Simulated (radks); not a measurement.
Q: The mean radii <r> (bohr) of the occupied orbitals of an atom or ion are listed with their occupations. All-electron calculation, non-relativistic Kohn-Sham, PBE, spin-polarised, spherical densities, point nucleus. Program: a radial shooting solver on a logarithmic mesh with Libxc functionals.

| orbital | occ. | <r> |
|---|---|---|
| 1s up | 1 | 0.04129 |
| 1s down | 1 | 0.04129 |
| 2s up | 1 | 0.1822 |
| 2s down | 1 | 0.1822 |
| 2p up | 3 | 0.1569 |
| 2p down | 3 | 0.1569 |
| 3s up | 1 | 0.5216 |
| 3s down | 1 | 0.5214 |
| 3p up | 3 | 0.5232 |
| 3p down | 3 | 0.5229 |
| 3d up | 5 | 0.5227 |
| 3d down | 5 | 0.5215 |
| 4s up | 1 | 1.415 |
| 4s down | 1 | 1.417 |
| 4p up | 3 | 1.575 |
| 4p down | 1 | 1.586 |

Name the element and its charge. Open shells, if any, are filled with parallel spins first.

A: Z = 37, rubidium, charge +3: Rb3+ in [Ar] 3d10 4s2 4p4. The 1s radius gives Z: for a bare nucleus <r> = 1.5/Z, 0.04054 bohr for Z = 37, and screening makes it slightly larger (0.04129 here). The occupations add up to 34, and the charge is Z minus that.
